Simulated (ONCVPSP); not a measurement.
**indium, ONCV: configuration errors across variants**

In (Z = 49), optimised norm-conserving Vanderbilt (ONCV), made with ONCVPSP 4.0.1 (PBE, fully relativistic). Core [Ar] 3d10, reference 4s2 4p6 4d10 5s2 5p1. Waves: 4s+5s: rc 1.20 bohr, ncon 4, nbas 7, qcut 9.4 1/bohr, 2 projectors; 4p+5p: rc 1.40 bohr, ncon 4, nbas 8, qcut 11.9 1/bohr, 2 projectors; 4d: rc 1.45 bohr, ncon 4, nbas 9, qcut 11.4 1/bohr, 3 projectors, debl 1.9 Ha. Local part: polynomial inside 0.95 bohr (lpopt 3, dvloc0 4 Ha). Core correction: none.

Open shells are filled in proportion to 2j + 1.

All-electron excitation energies from the reference (eV): (1) 4s2 4p6 4d10 5s2 5p0 5.374; (2) 4s2 4p6 4d10 5s1 5p0 24.610; (3) 4s2 4p6 4d10 5s2 5p0.5 1.945.

3 further variants failed, have other tests or too few solved ones, and are left out.

Errors AE − PS in meV (a dash: test not solved or not reliable):

```csv
change,(1),(2),(3),bound ghosts,GHOST(+) flags above zero
base,+0.2,+0.7,+0.1,none,s
p: qcut 7.7,+0.2,+0.7,+0.1,none,s
p: qcut 8.5,+0.2,+0.7,+0.1,none,s
p: qcut 10.7,+0.2,+0.7,+0.1,none,s
p: qcut 12.2,+0.2,+0.7,+0.1,none,s
```

Give the same row for: p: qcut 13.3.

+0.2, +0.8, +0.1; bound ghosts: none; GHOST(+) flags above zero: s.
